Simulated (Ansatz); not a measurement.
Total energies of Cu₄N₄Cl₄H₁₂ (relaxed from a model of [CuCl(NH3)]4 cubane, whose bonding it doesn't keep) from Ansatz at PBE-D4/def2-SVP, gas phase (1 Eh = 27.2114 eV = 2625.5 kJ/mol). The reference geometry is relaxed at PBE-D4/def2-SVP.

| state | geometry | energy (Eh) |
| --- | --- | --- |
| charge 0 singlet | reference | -8625.94193 |
| free Cu atom (doublet) | – | -1639.97485 |
| free N atom (quartet) | – | -54.46658 |
| free Cl atom (doublet) | – | -459.79702 |
| free H atom (doublet) | – | -0.49863 |

Problem. What is the binding energy per atom against free atoms?

Solution. Atoms: 4 × (-1639.97485) + 4 × (-54.46658) + 4 × (-459.79702) + 12 × (-0.49863) = -8622.93736 Eh. Binding: -8622.93736 − (-8625.94193) = 3.00457 Eh = 81.76 eV, or 3.41 eV for each of 24 atoms (no zero-point energy, no counterpoise term).
